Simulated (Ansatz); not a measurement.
`OC(F)(Cl)Br` and `O[Si](F)(Cl)Br` differ in one element.

Ansatz, PBE0-D4/def2-TZVP geometries, multiplicity 1. Each molecule was computed in one conformer, which needn't be the lowest.

Scalar relativity is left out up to krypton.

| property | `OC(F)(Cl)Br` |
| --- | --- |
| LUMO energy (PBE/def2-TZVPP) / eV | -2.03 |
| HOMO–LUMO gap (PBE0/def2-TZVPP) / eV | 7.56 |
| HOMO energy (PBE0/def2-TZVPP) / eV | -8.57 |
| HOMO energy (ωB97M-V/def2-TZVPP) / eV | -10.82 |
| HOMO–LUMO gap (ωB97M-V/def2-TZVPP) / eV | 11.99 |
| size of the dipole moment (PBE/def2-TZVPP) / D | 1.62 |

Task: Give the same properties after the change, and the shifts. (Best estimate.)

Result: The calculation gave: 
```csv
property,`O[Si](F)(Cl)Br`,shift
LUMO energy (PBE/def2-TZVPP) / eV,-1.09,0.94
HOMO–LUMO gap (PBE0/def2-TZVPP) / eV,8.91,1.35
HOMO energy (PBE0/def2-TZVPP) / eV,-9.01,-0.44
HOMO energy (ωB97M-V/def2-TZVPP) / eV,-11.22,-0.40
HOMO–LUMO gap (ωB97M-V/def2-TZVPP) / eV,12.90,0.91
size of the dipole moment (PBE/def2-TZVPP) / D,1.63,0.01
```

With PBE0 the HOMO falls by 0.44 eV and the LUMO rises by 0.91 eV, so the gap widens by about 1.35 eV. PBE moves the HOMO by -0.46 eV and ωB97M-V by -0.40 eV. Dipoles are sizes alone; their direction can turn.

Spin–orbit coupling is left out; it splits and shifts lone-pair levels of the heavy atoms by tenths of an eV.
